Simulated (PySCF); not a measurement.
H2BeS, SMILES [BeH][SH], singlet (PBE0/def2-SVP optimised geometry):

```
4

Be     0.320     0.641     0.000
H      1.653     0.641     0.000
S     -1.596     0.649    -0.002
H     -1.653    -0.649     0.380
```

Level of theory: PBE0/def2-TZVP (PySCF).

Task: What are the frontier orbital energies and the dipole moment?

Result: HOMO-2 -9.80 eV, HOMO-1 -9.01 eV, HOMO -7.79 eV, LUMO -0.88 eV, LUMO+1 -0.33 eV; dipole moment 0.76 D.

Meta-Löwdin charges at PBE0/def2-TZVP: Be1 1.07, H2 -0.45, S3 -0.74, H4 0.12.
